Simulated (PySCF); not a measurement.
Problem. Give a PBE0-D3(BJ)/def2-SVP geometry of SiMe2(NHtBu)2, `CC(C)(C)N[Si](C)(C)NC(C)(C)C`.

Solution. 
```
atom  x, y, z in Å
Si1    0.5074   -0.4134    0.8171
C2     0.6261   -0.7151    2.6738
H3    -0.3731   -0.7424    3.1368
H4     1.1953    0.0904    3.1639
H5     1.1377   -1.6650    2.9003
C6     2.2630   -0.3775    0.1404
H7     2.7188   -1.3695    0.2895
H8     2.8936    0.3552    0.6676
H9     2.2994   -0.1429   -0.9337
N10   -0.3797    1.0207    0.3736
C11   -0.1043    2.4504    0.4664
C12    1.1976    2.7911   -0.2600
C13   -1.2559    3.1854   -0.2227
C14   -0.0095    2.9138    1.9270
H15   -1.3770    0.8297    0.4211
H16    1.3592    3.8799   -0.2710
H17    2.0672    2.3335    0.2319
H18    1.1635    2.4303   -1.2987
H19   -1.3352    2.8715   -1.2746
H20   -1.1091    4.2756   -0.1926
H21   -2.2141    2.9626    0.2754
H22    0.8291    2.4166    2.4389
H23   -0.9324    2.6605    2.4716
H24    0.1470    4.0020    2.0012
N25   -0.4665   -1.7357    0.2388
C26   -0.6937   -2.2440   -1.1114
C27    0.3948   -3.2545   -1.4990
C28   -2.0595   -2.9348   -1.1357
C29   -0.6981   -1.0953   -2.1186
H30   -0.6101   -2.4629    0.9330
H31    0.2204   -3.6795   -2.5006
H32    1.3848   -2.7739   -1.4971
H33    0.4220   -4.0871   -0.7778
H34   -2.0884   -3.7655   -0.4113
H35   -2.2832   -3.3507   -2.1304
H36   -2.8523   -2.2216   -0.8651
H37    0.2711   -0.5757   -2.1426
H38   -1.4638   -0.3496   -1.8643
H39   -0.8997   -1.4810   -3.1293
```

Any rigid rotation of these coordinates is as good. Atoms count from 1 in this order. Si1 (silicon bonded to 2 C and 2 N) is distorted tetrahedral (angles from 103.9° to 114.6°). Of the pairs four or more bonds apart, Si1···H37 is among the closest relative to their van der Waals radii: 2.97 Å, 90 % of the sum of Bondi's values. N10 (nitrogen bonded to C, Si and H) has angles 133.9°, 111.5° and 109.4°, sum 354.9°, 0.18 Å off the plane of its three neighbours.

Bonds between heavy atoms (Å): Si1–C2 1.885, Si1–C6 1.882, Si1–N10 1.744, Si1–N25 1.741, N10–C11 1.459, C11–C12 1.529, C11–C13 1.530, C11–C14 1.535, N25–C26 1.461, C26–C27 1.535, C26–C28 1.531, C26–C29 1.528.

Method used: PBE0-D3(BJ)/def2-SVP geometry optimisation, gas phase in PySCF 2.14.0.

Point group: C1 (no symmetry element, even within 0.4 Å). No PBE0-D3(BJ)/def2-SVP frequencies stand behind this structure, so it isn't proved a minimum. The numbers are those of one conformer (C2–Si1–N10–C11 72°, C2–Si1–N25–C26 -165°).
